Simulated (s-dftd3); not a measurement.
H12Si5, triplet, at the geometry of the source list (a higher spin typed on purpose: for a closed-shell molecule this is an excited state); D3(zero) for bp86 in s-dftd3.

Here is a job for s-dftd3.
```
$ s-dftd3 mol.xyz --zero bp86 --json dftd3.json --noedisp --grad

# file mol.xyz
17

Si    -0.40880000    -0.87430000    -2.13750000
Si    -0.00000000    -0.00000000     0.00000000
Si    -0.01170000     2.34320000    -0.09840000
Si    -1.67100000    -0.72890000     1.47550000
Si     2.09150000    -0.74000000     0.76040000
H     -1.70360000    -0.45160000    -2.67710000
H     -0.41570000    -2.33930000    -2.15130000
H      0.60000000    -0.45830000    -3.11500000
H      0.23820000     2.95970000     1.20690000
H     -1.29270000     2.87750000    -0.56750000
H      1.01090000     2.87060000    -1.00520000
H     -3.00940000    -0.30060000     1.06130000
H     -1.72200000    -2.18880000     1.58650000
H     -1.47830000    -0.21930000     2.83550000
H      2.17130000    -2.20030000     0.84680000
H      3.18710000    -0.31920000    -0.11640000
H      2.41420000    -0.23060000     2.09560000
```

What the program printed (banner, timings and long lists left out):

```
-----------------------------------
 s i m p l e   D F T - D 3  v1.4.0
-----------------------------------

Zero (Chai-Head-Gordon) damping: bp86-D3(0)
--------------------
  s6         1.0000
  s8         1.6830
  s9         0.0000
 rs6         1.1390
 rs8         1.0000
 alp        14.0000
--------------------

Dispersion energy:      -1.2960020814172E-02 Eh

Gradient norm:           1.3184851244957E-03 Eh/a0
--------------------------------------------------
     #    Z           dE/dx      dE/dy      dE/dz
--------------------------------------------------
     1   14 Si    6.875E-05  1.470E-04  3.595E-04
     2   14 Si    4.154E-08  3.637E-08 -3.449E-08
     3   14 Si    1.936E-06 -3.941E-04  1.656E-05
     4   14 Si    2.811E-04  1.226E-04 -2.482E-04
     5   14 Si   -3.518E-04  1.245E-04 -1.279E-04
     6    1 H     1.926E-04 -1.816E-04 -1.514E-04
     7    1 H    -4.688E-05  1.694E-04 -2.492E-04
     8    1 H    -2.357E-04 -1.803E-04 -7.002E-05
     9    1 H    -4.781E-05  1.614E-04 -2.542E-04
    10    1 H     2.368E-04  1.766E-04  7.557E-05
    11    1 H    -1.916E-04  1.779E-04  1.570E-04
    12    1 H     5.202E-05 -1.655E-04  2.508E-04
    13    1 H    -1.873E-04  1.856E-04  1.532E-04
    14    1 H    -2.326E-04 -1.806E-04 -7.905E-05
    15    1 H     2.315E-04  1.844E-04  7.352E-05
    16    1 H     4.260E-05 -1.655E-04  2.526E-04
    17    1 H     1.864E-04 -1.819E-04 -1.588E-04
--------------------------------------------------

Virial:
--------------------------------------------------
      component           x          y          z
--------------------------------------------------
          x      -1.127E-03 -2.134E-07  2.058E-07
          y      -2.134E-07 -1.128E-03  6.682E-08
          z       2.058E-07  6.682E-08 -1.127E-03
--------------------------------------------------

[Info] JSON dump of results written to 'dftd3.json'
```
